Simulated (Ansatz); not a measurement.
Geometry optimisation, RKS PBE/def2-SVP (Ansatz).

Input file:

```yaml
crystal:
  periodic: [false, false, false]
  atoms:
    - { symbol: Ti, position_ang: [-0.175062, 0.314238, -0.022142] }
    - { symbol: O, position_ang: [-0.38246, 0.488512, 1.816863] }
    - { symbol: H, position_ang: [-0.672647, -0.212235, 2.428949] }
    - { symbol: Cl, position_ang: [1.902619, 0.662401, -0.660767] }
    - { symbol: Cl, position_ang: [-1.317375, 1.955871, -0.898215] }
    - { symbol: Cl, position_ang: [-1.026283, -1.535577, -0.849281] }
    - { symbol: Si, position_ang: [1.601931, -2.595496, 1.329241] }
    - { symbol: H, position_ang: [0.679988, -3.773381, 1.16323] }
    - { symbol: H, position_ang: [2.49797, -2.45108, 0.137599] }
    - { symbol: H, position_ang: [2.42466, -2.77576, 2.574428] }
    - { symbol: H, position_ang: [0.80566, -1.362691, 1.510095] }
basis:
  gaussian: { orbitals: def2-SVP }
hamiltonian:
  xc: pbe
relax:
  f_tol: 0.03
  max_steps: 50
```

Run as:

```bash
$ ansatz run input.yaml --threads 4 --pin off --max-ram 5120MiB --backend cpu --events-out ev --progress --plain --runs-dir out
```

Problem. Where does it end, and by what steps?

Solution. It converged. The force dipped under the threshold on the way, but the program's further checks kept it going. After 18 steps the energy has fallen by 0.336 eV; H11 moved furthest, 1.13 Å.

```csv
step,energy less start (eV),largest force component (eV/Å),accepted
0,0.0000,1.793,yes
1,-0.1707,0.829,yes
2,-0.2481,0.761,yes
3,-0.2833,0.358,yes
4,-0.2948,0.185,yes
5,-0.2988,0.712,yes
6,-0.3123,0.229,yes
7,-0.3227,0.067,yes
8,-0.3239,0.052,yes
9,-0.3260,0.125,yes
10,-0.3249,0.124,no
11,-0.3304,0.033,yes
12,-0.3324,0.048,yes
13,-0.3332,0.150,yes
14,-0.3342,0.105,yes
15,-0.3354,0.025,yes
16,-0.3360,0.040,yes
17,-0.3360,0.076,yes
18,-0.3363,0.024,yes
```

```xyz
11
Properties=species:S:1:pos:R:3
Ti -0.332 0.609 -0.311
O -0.195 0.469 1.434
H 0.165 -0.240 2.011
Cl 1.642 1.120 -1.130
Cl -1.824 2.138 -0.807
Cl -0.913 -1.369 -1.073
Si 1.571 -2.815 1.667
H 0.769 -3.901 1.014
H 2.255 -1.961 0.640
H 2.574 -3.393 2.621
H 0.628 -1.941 2.465
```

Whether the end is a true minimum wasn't checked by a vibrational analysis.

Time of the run: 17 s on 4 threads of AMD EPYC 9R45 96-Core Processor (Zen 5) (shared host), peak memory 0.25 GiB.
